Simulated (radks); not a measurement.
Results of a calculation; reference values are marked as such.
Problem. The table gives one normalised radial function P(r) = r R(r) of O3+ in [He] 2s2 2p1 (r in bohr). Level of theory: scalar-relativistic Kohn-Sham, PBEsol, spin-unpolarised, spherical densities, finite nucleus; Fermi nuclear charge, rms radius 2.6991 fm (a radial shooting solver on a logarithmic mesh with Libxc functionals).

r             P
0.008437  0.3416
0.009362  0.3762
0.01031   0.4109
0.01143   0.4517
0.01259   0.4926
0.01397   0.5405
0.01537   0.5882
0.01706   0.6439
0.01878   0.6990
0.02083   0.7628
0.02293   0.8256
0.02525   0.8920
0.02801   0.9681
0.03083   1.0417
0.03421   1.1251
0.03766   1.2048
0.04179   1.2935
0.046     1.3769
0.05104   1.4678
0.05618   1.5511
0.06234   1.6393
0.06862   1.7171
0.07614   1.7957
0.08382   1.8611
0.09226   1.9175
0.1024    1.9661
0.1127    1.9973
0.125     2.0138
0.1376    2.0111
0.1527    1.9869
0.1681    1.9438
0.1865    1.8739
0.2053    1.7882
0.2278    1.6736
0.2508    1.5497
0.2761    1.4115
0.3063    1.2497
0.3372    1.0939
0.3741    0.9238
0.4118    0.7710
0.457     0.6154
0.503     0.4852
0.5582    0.3619
0.6144    0.2663
0.6817    0.1829
0.7504    0.1237
0.8327    0.0769
0.9166    0.0469
1.009     0.0271
1.119     0.0139
1.232     0.0070
1.367     0.0031
1.505     0.0013
1.67      0.0005
1.838     0.0002
2.04      0.0000
2.245     0.0000
2.491     0.0000
2.743     0.0000
3.043     0.0000
3.35      0.0000

Which n and l does it have? It may be an empty orbital.

Solution. n = 1, l = 0: the number of nodes gives n - l - 1 = 0, the rise at small r (about r^(l+1)) gives l, and the extent must fit the shell. The curve is that of 1s. 1s: eigenvalue -584.77 eV, 0 radial nodes, <r> = 0.199 bohr, 90 % of the charge inside 0.357 bohr.
